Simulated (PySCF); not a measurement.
## Excitation energy of Cd by level of theory

Cd [Kr] 4d10 5s2 (1S) → Cd [Kr] 4d10 5s1 5d1, s spin flipped, as a difference of total energies. Computed with PySCF 2.14 in x2c-QZVPPall with one added diffuse shell each of s, p, d, f, g type (14s9p8d5f3g, 143 functions), with the spin-free X2C one-electron Hamiltonian (Gaussian nucleus). Correlated levels: valence: [Kr] frozen; valence and next inner shell: [Ar] 3d10 frozen. The calculations carry no spin-orbit coupling.

```csv
method,excitation energy (eV)
UHF,6.122
LDA,7.681
PBE,7.197
PBE0,7.036
r2SCAN,7.143
MP2 (valence),7.562
SCS-MP2 (valence),7.523
MP2 (valence and next inner shell),7.661
SCS-MP2 (valence and next inner shell),7.590
```

Task: How much does correlation contribute at MP2 (valence and next inner shell)?

Result: 7.661 − (6.122) = 1.539 eV, measured against UHF.

The upper determinant mixes two multiplicities, so it lies between the two terms.

The promoted electron is Rydberg-like, and one or two diffuse shells describe it only roughly, which tends to raise the upper state.
